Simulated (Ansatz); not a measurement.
The cluster Ge₃Te₇, 10 atoms. Hardware: 4 threads of Intel Xeon on a shared host.

In the def2 sets Te takes a core potential; there is no spin–orbit coupling. Correlated methods freeze 55 core orbitals; core or outer-core shells of Ge, Te are correlated, in sets that lack core-valence functions.

Question: How many basis functions does each of these Ansatz runs have, and roughly what does it cost? PBE-D4/def2-SVP, charge 0 singlet, energy, from earlier orbitals; PBE-D4/def2-SVP, charge 0 singlet, relaxation, 27 steps; MP2/def2-SVP, charge 0 singlet, energy, from earlier orbitals; HF/STO-3G, charge 0 singlet, energy; r2SCAN-D4/def2-TZVP, charge 0 singlet, energy, from earlier orbitals; PBE0-D4/def2-SVP, charge 0 singlet, energy, from earlier orbitals; PBE0-D4/def2-TZVP, charge 0 singlet, energy, from earlier orbitals; PBE-D4/def2-TZVP, charge 0 singlet, energy and forces, from earlier orbitals.

Answer: Other jobs shared the machine, so times can vary by a factor of up to 3.

| run | functions | fitting or Cholesky vectors | wall time | peak host memory (GiB) |
| --- | --- | --- | --- | --- |
| PBE-D4/def2-SVP, charge 0 singlet, energy, from earlier orbitals | 278 | 3293 | 13 s | 0.79 |
| PBE0-D4/def2-SVP, charge 0 singlet, energy, from earlier orbitals | 278 | 3272 | 42 s | 1.8 |
| HF/STO-3G, charge 0 singlet, energy | 243 | 2558 | 43 s | 2.9 |
| PBE-D4/def2-TZVP, charge 0 singlet, energy and forces, from earlier orbitals | 494 | 3776 | 45 s | 2 |
| MP2/def2-SVP, charge 0 singlet, energy, from earlier orbitals | 278 | 3272 | 70 s | 1.9 |
| r2SCAN-D4/def2-TZVP, charge 0 singlet, energy, from earlier orbitals | 494 | 3776 | 77 s | 2 |
| PBE0-D4/def2-TZVP, charge 0 singlet, energy, from earlier orbitals | 494 | 4329 | 3 min | 4.8 |
| PBE-D4/def2-SVP, charge 0 singlet, relaxation, 27 steps | 278 | 3293 | 6.2 min | 0.83 |
